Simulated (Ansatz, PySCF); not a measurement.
Gas-phase reaction R1 → P1, each structure at its B3LYP-D3(BJ)/def2-TZVP stationary point, reached from a drawn start; harmonic modes at that level show minima.
R1, HOS (SMILES [O]S) (charge 0, multiplicity 2):
```xyz
3

S     -0.4269    -0.1281    -0.3859
O     -0.4221    -0.1267     1.1196
H      0.8490     0.2547    -0.7338
```
P1, HOS (SMILES O[S]) (charge 0, multiplicity 2):
```xyz
3

O     -0.29049    -0.08720    -0.44296
S     -0.29747    -0.08929     1.19696
H      0.58796     0.17639    -0.75390
```

Quantity: the reaction energy.

P less R. No zero-point or thermal terms; open shells are unrestricted.

Correlated levels freeze the cores. CBS(a, b) extrapolates the correlation energy as X⁻³ and adds the Hartree–Fock energy of set b.

Run with Ansatz (an electronic-structure program) with Gaussian orbitals; PySCF for the D3/D4 terms. No computed number here is a measurement.

Costs are ratios of core time to PBE/def2-TZVPPD (roughly 5 s), for whole runs (searches for the state included, and forces where a run took them) on one shared machine, so rough; each difference counts from 1.49 kcal/mol (MP2/CBS(aug-cc-pV(T+d)Z, aug-cc-pV(Q+d)Z) + ΔCCSD(T)/aug-cc-pV(T+d)Z, a level with limits of its own).

```tsv
level	basis functions	cost
SVWN5/def2-TZVPPD	108	×0.6
PBE/def2-TZVPPD	108	×1
revPBE/def2-TZVPPD	108	×1
revPBE-D3(BJ)/def2-TZVPPD	108	×1
BLYP/def2-TZVPPD	108	×1
BHLYP-D3(BJ)/def2-TZVPPD	108	×1
B2PLYP-D3(BJ)/def2-TZVPPD	108	×1
CAM-B3LYP/def2-TZVPPD	108	×1
CCSD(T)/aug-cc-pV(D+d)Z	64	×2
r2SCAN-D3(BJ)/def2-TZVPPD	108	×2
MP2/aug-cc-pV(Q+d)Z	215	×5
CCSD(T)/aug-cc-pV(T+d)Z	124	×6
```

Problem. With a budget of 3 times the cost of PBE/def2-TZVPPD, which level comes closest?

Solution. CAM-B3LYP/def2-TZVPPD, at 0.01 kcal/mol; next is BHLYP-D3(BJ)/def2-TZVPPD at -0.42 kcal/mol.

Problem. What does the step from CCSD(T)/aug-cc-pV(D+d)Z to CCSD(T)/aug-cc-pV(T+d)Z cost and buy?

Solution. 64 to 124 functions, cost ×4 (rough); the difference goes from -2.72 to -0.45 kcal/mol.

Each difference (kcal/mol): SVWN5/def2-TZVPPD 2.93; PBE/def2-TZVPPD 3.38; revPBE/def2-TZVPPD 3.60; revPBE-D3(BJ)/def2-TZVPPD 3.71; BLYP/def2-TZVPPD 2.62; BHLYP-D3(BJ)/def2-TZVPPD -0.42; B2PLYP-D3(BJ)/def2-TZVPPD 1.00; CAM-B3LYP/def2-TZVPPD 0.01; CCSD(T)/aug-cc-pV(D+d)Z -2.72; r2SCAN-D3(BJ)/def2-TZVPPD 3.86; MP2/aug-cc-pV(Q+d)Z -3.12; CCSD(T)/aug-cc-pV(T+d)Z -0.45.
